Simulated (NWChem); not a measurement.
System: boron trifluoride (BF3); SMILES FB(F)F

NWChem input:

```
start job
memory heap 200 mb stack 700 mb global 900 mb
geometry units angstroms noautosym nocenter noautoz
  F      1.261997    -0.380209     0.000000
  B      0.000000     0.000000     0.000000
  F     -0.960269    -0.902817     0.000000
  F     -0.301728     1.283026     0.000000
end
basis spherical bse
  * library x2c-svpall-s
end
relativistic
  zora on
  zora:cutoff 1d-30
end
dft
  xc pbe0
  grid fine
  iterations 150
end
property
  shielding 2 1 2
end
task dft property
```

All runs use the structure optimised with B3LYP/6-31G* (spherical d). No frequency run checked for a minimum.

GIAO values for the isolated, static molecule; σ is the absolute isotropic shielding.

Atoms are numbered as in the input.

Task: What results follow from this input? (PBE0/x2c-SVPall-s, scalar ZORA without spin-orbit coupling, GIAO.) Quantities: σ F1 (ppm); σ B2 (ppm).

Result: 
```yaml
"σ F1 (ppm)": 322.1
"σ B2 (ppm)": 91.3
```
